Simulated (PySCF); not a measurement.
# Nuclear quadrupole coupling in `C=C1C=CC([C@@H](C)C#N)=C1`

Species: C9H9N.
Structure used (PBE0-D3(BJ)/def2-SVP), in Å, numbered top down from 1:
```xyz
19
C9H9N angstrom
C     -2.979    0.806    1.086
C     -1.885    0.399    0.418
C     -1.842   -0.160   -0.941
C     -0.552   -0.440   -1.235
C      0.291   -0.076   -0.081
C      1.779   -0.291   -0.022
C      2.147   -1.781    0.038
C      2.436    0.353   -1.164
N      2.958    0.838   -2.076
C     -0.499    0.426    0.900
H     -2.909    1.213    2.098
H     -3.972    0.744    0.635
H     -2.713   -0.301   -1.580
H     -0.171   -0.850   -2.171
H      2.163    0.208    0.884
H      1.687   -2.234    0.927
H      3.236   -1.916    0.090
H      1.775   -2.311   -0.851
H     -0.184    0.790    1.878
```

Field gradients from the PBE0/pcSseg-1 density (PySCF, non-relativistic), principal values in atomic units, ordered |Vxx| ≤ |Vyy| ≤ |Vzz|:

| atom | Vxx | Vyy | Vzz |
| --- | --- | --- | --- |
| N9 | 0.4546 | 0.4809 | -0.9355 |

Question: Find the asymmetry η = (Vxx − Vyy)/Vzz and the couplings χ = eQV/h (234.96 MHz × Q in barn × V in au), with Q(14N) = 0.02044 b.

Answer: 
```csv
atom,environment,nucleus,η,χzz (MHz),χxx (MHz),χyy (MHz)
N9,nitrile nitrogen,14N,0.03,-4.493,2.183,2.310
```

The gradient is axial or nearly so (η below 0.05) at N9. The tensor is traceless: Vxx + Vyy + Vzz = 0.

Question: What is Vzz at N9 in SI units (1 au = 9.71736 × 10²¹ V/m²)?

Answer: -0.9355 au = -9.091 × 10²¹ V/m².

Question: And the gradient at the other heavy atoms, for which no coupling is worked out here?

Answer: 
| atom | environment | Vzz (au) | η |
| --- | --- | --- | --- |
| C1 | terminal =CH2 carbon | 0.411 | 0.27 |
| C2 | fully substituted alkene carbon | 0.332 | 0.47 |
| C3 | alkene CH carbon | 0.234 | 0.69 |
| C4 | alkene CH carbon | 0.278 | 0.58 |
| C5 | fully substituted alkene carbon | 0.246 | 0.77 |
| C6 | sp3 carbon next to a nitrile | 0.179 | 0.33 |
| C7 | methyl carbon | 0.138 | 0.03 |
| C8 | nitrile carbon | -0.398 | 0.01 |
| C10 | alkene CH carbon | 0.197 | 0.67 |

Were the hydrogens deuterons (Q(2H) = 0.00286 b), χzz would run from 187 kHz (H15) to 210 kHz (H13 and H19).

Geometry: PBE0-D3(BJ)/def2-SVP, one conformer, isolated molecule. With a basis this small, the couplings can be 20 % off.

The run behind these numbers computed NMR shieldings as well. On one thread of an x86-64 server, on a shared host, this took 40 s.
